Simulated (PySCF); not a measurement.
dichloro(silyloxy)silane (Cl₂H₄OSi₂), SMILES Cl[SiH](Cl)O[SiH3].

Geometry: ωB97X-D3(BJ)/def2-SVP. The values are those of a single conformer.

Level of theory: HF/def2-TZVP (PySCF).

Isolated molecule, no solvent.

Computed frontier levels, gap, dipole moment and polarisability:
The highest occupied level is -12.58 eV and the lowest empty level comes out as 2.99 eV. The orbital gap is 15.58 eV, the dipole moment is 1.11 D and the quadrupole, principal values (traceless, Buckingham form, about the centre of nuclear charge) comes out as -3.37, -1.88, 5.26 D·Å. The mean static polarisability comes out as 66.7 bohr³ (9.89 Å³) and the polarisability, principal values is 60.5, 68.0, 71.7 bohr³.
